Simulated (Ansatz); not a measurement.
Al2H6Si2 (`[SiH3][Al]1[AlH][SiH2]1`). The species carries charge 0 and has multiplicity 1.

```xyz
10

Si    1.5536    0.0451    1.8028
Al    0.2289   -0.3584   -0.2303
Al   -0.5115   -0.6667   -2.5761
Si   -2.0182    0.1927   -1.0008
H     2.4041   -1.1402    2.1090
H     2.4592    1.2162    1.6281
H     0.6852    0.3054    2.9850
H    -0.6174   -1.5739   -3.8711
H    -0.9186    1.1207   -0.3452
H    -3.2652    0.8591   -0.5014
```

Q: List the harmonic frequencies (cm⁻¹, unscaled) at PBE0-D4/def2-TZVP in Ansatz. (Estimate.)

A: Computed: 26, 81, 92, 242, 250, 323, 393, 415, 425, 446, 462, 504, 522, 567, 847, 934, 935, 1158, 1762, 1921, 2137, 2197, 2208, 2212.

Q: Is this a minimum?

A: Yes, all 24 modes are real.

Q: Give the ideal-gas thermochemistry at 298.15 K and 1 bar (rigid rotor, harmonic oscillator; point group C1, symmetry number 1).

A: Zero-point energy 126.0 kJ/mol; H(298) − E = 151.6 kJ/mol; entropy 391.9 J/(mol·K), of which translation 168.2, rotation 119.0, vibration 104.7; G(298) − E = 34.8 kJ/mol. Modes under 100 cm⁻¹ are hindered rotations or soft bends, so the harmonic entropy is rough.

Q: Rotational constants (cm⁻¹)?

A: 0.1759, 0.03748, 0.03142.
